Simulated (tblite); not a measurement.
A geometry optimisation, step by step.

Species: C4H8GeSSi.
Bonds: Si1–S2, S2–Ge3, Ge3–C4, C4–C5 (double), C5–C6, C6–C7 (double), Ge3–C7. Hydrogens: H8, H9, H10 on Si1; H11 on Ge3; H12 on C4; H13 on C5; H14 on C6; H15 on C7.

Computed with GFN2-xTB (tblite), gas phase: L-BFGS steps from a force-field or distance-geometry start until the largest atomic force falls under 0.01 eV/Å. 5 of its 122 geometries are shown.

Step 0: E = -530.8196 eV, largest atomic force 3.669 eV/Å
```
atom  x, y, z in Å  |  force x, y, z in eV/Å
Si1     2.781    0.508   -0.147    0.562   0.918  -0.530
S2      1.879   -1.279    0.545    1.031  -1.051   0.623
Ge3    -0.273   -1.412    0.372   -0.771  -0.180  -0.321
C4     -1.238   -0.086    1.415    1.278  -1.663   2.012
C5     -1.853    0.692    0.579   -2.107   2.836   0.991
C6     -1.723    0.462   -0.809   -1.067   1.454  -2.520
C7     -0.980   -0.534   -1.233    0.824  -1.149   0.809
H8      3.932    0.910    0.713   -0.608  -0.355  -0.169
H9      3.312    0.217   -1.496   -0.173   0.006   0.285
H10     1.771    1.561   -0.219    0.015  -0.057   0.059
H11    -0.876   -2.808    0.561    0.470   0.030   0.044
H12    -1.254   -0.038    2.505   -0.169   0.255  -0.451
H13    -2.478    1.539    0.992    0.531  -0.758  -0.831
H14    -2.220    1.108   -1.579    0.228  -0.310   0.992
H15    -0.784   -0.833   -2.220   -0.043   0.024  -0.992
```

Step 30: E = -531.3136 eV, largest atomic force 0.048 eV/Å
```
atom  x, y, z in Å  |  force x, y, z in eV/Å
Si1     2.692    0.447   -0.151   -0.025  -0.027   0.000
S2      2.025   -1.446    0.633    0.032   0.019   0.000
Ge3    -0.177   -1.357    0.355   -0.018  -0.006   0.011
C4     -1.181   -0.039    1.423    0.012   0.013  -0.024
C5     -1.862    0.743    0.582    0.018   0.007  -0.002
C6     -1.723    0.500   -0.852    0.015   0.013   0.003
C7     -0.921   -0.490   -1.252    0.015   0.010   0.019
H8      3.790    0.834    0.720   -0.013  -0.008   0.031
H9      3.146    0.197   -1.513   -0.022   0.004  -0.042
H10     1.579    1.387   -0.117   -0.007   0.033   0.012
H11    -0.609   -2.795    0.574   -0.017   0.000  -0.003
H12    -1.220    0.075    2.493   -0.005  -0.015  -0.023
H13    -2.509    1.548    0.903    0.010  -0.013   0.007
H14    -2.274    1.135   -1.532    0.014  -0.017  -0.008
H15    -0.759   -0.732   -2.288   -0.010  -0.014   0.019
```

Step 60: E = -531.3326 eV, largest atomic force 0.110 eV/Å
```
atom  x, y, z in Å  |  force x, y, z in eV/Å
Si1     2.486    0.491   -0.118    0.038  -0.016   0.020
S2      2.006   -1.477    0.611    0.027   0.003  -0.006
Ge3    -0.200   -1.456    0.377   -0.023   0.107  -0.004
C4     -1.130   -0.053    1.402    0.005   0.009  -0.014
C5     -1.715    0.778    0.536    0.031  -0.010   0.015
C6     -1.568    0.500   -0.891    0.008  -0.004   0.016
C7     -0.864   -0.575   -1.253   -0.001   0.019  -0.008
H8      3.712    0.796    0.599    0.032   0.009  -0.010
H9      2.680    0.400   -1.562   -0.026  -0.008   0.013
H10     1.410    1.415    0.216   -0.017   0.009   0.007
H11    -0.640   -2.880    0.635   -0.017  -0.045   0.003
H12    -1.171    0.088    2.469   -0.025  -0.025  -0.026
H13    -2.284    1.649    0.838   -0.002  -0.014  -0.021
H14    -2.031    1.176   -1.598   -0.005  -0.009   0.013
H15    -0.694   -0.843   -2.282   -0.025  -0.027   0.002
```

Step 91: E = -531.3447 eV, largest atomic force 0.060 eV/Å
```
atom  x, y, z in Å  |  force x, y, z in eV/Å
Si1     2.474    0.516   -0.041    0.036   0.000   0.024
S2      2.012   -1.456    0.685    0.005   0.006  -0.033
Ge3    -0.187   -1.451    0.371    0.018  -0.023  -0.011
C4     -1.134   -0.045    1.366   -0.007   0.029   0.015
C5     -1.695    0.785    0.485   -0.058   0.007  -0.014
C6     -1.554    0.476   -0.937   -0.008   0.033   0.015
C7     -0.847   -0.604   -1.279   -0.016   0.013  -0.001
H8      3.867    0.672    0.348   -0.027  -0.010  -0.012
H9      2.281    0.525   -1.487    0.001   0.002  -0.009
H10     1.595    1.485    0.606    0.000  -0.002   0.006
H11    -0.625   -2.882    0.619   -0.004   0.002   0.011
H12    -1.189    0.104    2.431   -0.005   0.004   0.006
H13    -2.264    1.663    0.769    0.024  -0.031  -0.024
H14    -2.034    1.129   -1.655    0.022  -0.023   0.024
H15    -0.706   -0.909   -2.301    0.019  -0.007   0.000
```

Step 121: E = -531.3484 eV, largest atomic force 0.009 eV/Å
```
atom  x, y, z in Å  |  force x, y, z in eV/Å
Si1     2.498    0.524   -0.013   -0.003   0.001   0.001
S2      2.026   -1.473    0.631   -0.001  -0.003  -0.001
Ge3    -0.181   -1.436    0.381   -0.001   0.004  -0.007
C4     -1.143   -0.021    1.354    0.000   0.000   0.000
C5     -1.730    0.775    0.458    0.000   0.001  -0.005
C6     -1.565    0.457   -0.959    0.003  -0.008  -0.003
C7     -0.845   -0.619   -1.282    0.005  -0.004   0.002
H8      3.934    0.582    0.198    0.003   0.000   0.005
H9      2.125    0.657   -1.417    0.002   0.004  -0.005
H10     1.759    1.474    0.812    0.000  -0.001   0.003
H11    -0.627   -2.858    0.665    0.000  -0.001   0.001
H12    -1.215    0.137    2.416   -0.001   0.002  -0.001
H13    -2.327    1.637    0.724    0.005   0.005   0.004
H14    -2.038    1.100   -1.689   -0.008  -0.002   0.004
H15    -0.676   -0.929   -2.299   -0.004   0.001   0.002
```

Q: Summarise the path.

A: The energy falls by 0.5288 eV from step 0 to step 121; nine tenths of that is first reached at step 15. It falls at every step. The largest force goes from 3.669 to 0.009 eV/Å. Among the bonds S2–Ge3 changes most, from 2.163 to 2.222 Å; the atoms move by 0.493 Å rms after alignment.

The cost below is that of the whole relaxation. The run took 5.8 s wall, 3.2 s CPU on Intel Xeon at 2.50 GHz, one thread, no GPU, shared host with 64 logical CPUs at a one-minute load of 57.
